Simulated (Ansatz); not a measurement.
## What each rung costs, and what it gives

The pair of K⁺ (SMILES [K+], atom 1) and CH₆Si (SMILES C[SiH3], atoms 2–9), both closed shells, in one local arrangement (a lower one may exist), relaxed at PBE0-D4/def2-TZVP:

```
atom    x (Å)    y (Å)    z (Å)
  K1   1.7999   0.8050  -3.8017
  C2  -0.9843  -0.4516   1.0208
 Si3   0.4423   0.2079   0.0345
  H4  -0.7732  -0.3578   2.0883
  H5  -1.1575  -1.5062   0.7988
  H6  -1.8982   0.1044   0.8039
  H7   0.7043   1.6551   0.2533
  H8   0.1545   0.0802  -1.4435
  H9   1.7118  -0.5371   0.2458
```

Interaction energies are counterpoise-corrected; the time is that of the whole pair.

Ansatz 0.2.0; basis: as named in each row; cores frozen in the correlated methods. The outer core shell of Li, Na, Mg and K is correlated. The def2 sets are not built for correlating such inner shells, so the correlated values are less sure here. B3LYP uses VWN-RPA correlation. Extrapolation: Hartree–Fock as exp(−7.88 √X), correlation as X^−2.97.

Times are rough, for one single point on 4 threads of a shared host (Arm Neoverse V2).

The estimate by CCSD(T) at an estimated basis limit (MP2 extrapolated from triple and quadruple zeta, plus CCSD(T) − MP2 in triple zeta) is -7.25 kcal/mol.

| method | basis | time (s) | interaction energy (kcal/mol) | method less estimate |
| --- | --- | --- | --- | --- |
| HF | STO-3G | under 1 | -4.92 | 2.33 |
| PBE-D4 | STO-3G | under 1 | -9.05 | -1.80 |
| SPW92 | def2-SVP | under 1 | -7.75 | -0.51 |
| PBE-D4 | def2-SVP | under 1 | -9.09 | -1.84 |
| B3LYP-D4 | 6-31G | under 1 | -9.86 | -2.61 |
| PBE0-D4 | def2-SVP | under 1 | -8.53 | -1.28 |
| CCSD(T) | def2-SVP | 1 | -6.21 | 1.03 |
| PBE-D4 | def2-TZVPPD | 2 | -9.55 | -2.30 |
| revPBE-D4 | def2-TZVPPD | 2 | -10.44 | -3.19 |
| PBE0-D4 | def2-TZVPPD | 2 | -9.08 | -1.84 |
| BLYP-D4 | def2-TZVPPD | 2 | -10.83 | -3.58 |
| HSE06-D4 | def2-TZVPPD | 2 | -9.08 | -1.83 |
| B3LYP-D4 | def2-TZVPPD | 2 | -10.24 | -3.00 |
| r2SCAN-D4 | def2-TZVPPD | 3 | -7.76 | -0.51 |
| B2PLYP | def2-TZVPPD | 4 | -7.08 | 0.17 |
| wB97M-V | def2-SVP | 4 | -7.03 | 0.22 |
| wB97X-V | def2-TZVPPD | 6 | -7.36 | -0.11 |
| B97M-V | def2-TZVPPD | 8 | -8.00 | -0.75 |
| wB97M-V | def2-TZVPPD | 8 | -7.47 | -0.23 |
| MP2 | def2-QZVPPD | 11 | -7.20 | 0.05 |
| CCSD(T) | def2-TZVPPD | 42 | -7.00 | 0.25 |

The T1 diagnostic stays at or below 0.010.
